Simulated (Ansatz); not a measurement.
Gas-phase electronic energies from Ansatz, PBE0-D4/def2-TZVP geometries. CBS: MP2 limit from def2 TZ/QZ plus the TZ coupled-cluster correction, frozen cores. This one scheme is used for every species. DFT in def2-TZVPP. B3LYP here is the variant with VWN-RPA as its local correlation; programs differ in this. HSE06 is defined as in plane-wave codes. def2 core potentials past Kr. For Br, Sn outer-core shells are correlated without core-valence functions, which leaves a few kJ/mol of doubt a bond. Scalar relativity is left out up to krypton.

`[F][Sn]([F])([Br])[Br]` + H₂ → `[F][SnH]([Br])[Br]` + H–F  (hydrogenolysis of the Sn–F bond)

`[F][Sn]([F])([Br])[Br]`:

Z-matrix (Å, degrees):
```
Sn
F 1 1.891
Br 1 2.421 2 109.1
Br 1 2.421 2 109.1 3 126.9
F 1 1.891 2 104.4 3 -116.6
```

H₂:

Cartesian coordinates in Å:
```
H 0.090 0.076 0.354
H -0.090 -0.076 -0.354
```

`[F][SnH]([Br])[Br]`:

```xyz
5

F     0.076    1.687   -0.868
Sn    0.118    0.057    0.116
Br   -2.182   -0.327    0.847
Br    0.777   -1.661   -1.490
H     1.211    0.244    1.394
```

H–F:

```xyz
2

F    -0.117   -0.057    0.441
H     0.117    0.057   -0.441
```

```csv
level,ΔE (kJ/mol),difference from CCSD(T)/CBS
PBE-D4,24.0,3.4
revPBE-D4,28.1,7.5
r2SCAN-D4,29.8,9.2
B97M-V,28.0,7.4
B3LYP-D4,24.6,4.0
HSE06-D4,13.6,-7.0
ωB97X-V,23.8,3.2
PBE,22.1,1.5
BLYP,30.4,9.8
r2SCAN,29.3,8.7
B3LYP,21.6,1.0
r2SCAN0,17.7,-2.9
LC-ωPBE,18.2,-2.4
CCSD(T)/def2-SVP,18.4,-2.2
CCSD(T)/def2-TZVPP,15.6,-5.0
SCS-MP2/def2-QZVPP,24.1,3.5
CCSD(T)/CBS,20.6,0
```

Largest T1 diagnostic among the species: 0.011.

From r2SCAN to r2SCAN0 (25 % exact exchange), in def2-TZVPP and without D4, ΔE moves by −11.6 kJ/mol. In def2-TZVPP, CCSD(T) changes the Hartree–Fock value by +5.4 kJ/mol (the triples alone add +4.2 kJ/mol) and MP2 by +8.1 kJ/mol.
